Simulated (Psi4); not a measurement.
silicon monoxide (OSi), singlet, at a GFN2-xTB geometry. Base run: CCSD(T)/def2-SVP (Psi4).

Here is a job for Psi4.
```
memory 2 GB

molecule {
0 1
  Si   -0.00000000   -0.00000000   -0.54858235
  O     0.00000000    0.00000000    0.96001912
}

set basis def2-svp

energy('ccsd(t)')
print_variables()
```

The base was run again with changes. Order these runs by total energy, lowest first: method = scs-mp2 | puream = off | method = cepa(1) | method = ccsd | method = mp2.5 | method = qcisd(t).

puream = off (ΔE vs base (mEh) -17.302), method = qcisd(t) (ΔE vs base (mEh) -1.286), method = cepa(1) (ΔE vs base (mEh) 7.520), method = ccsd (ΔE vs base (mEh) 11.654), method = mp2.5 (ΔE vs base (mEh) 20.261), method = scs-mp2 (ΔE vs base (mEh) 25.088)
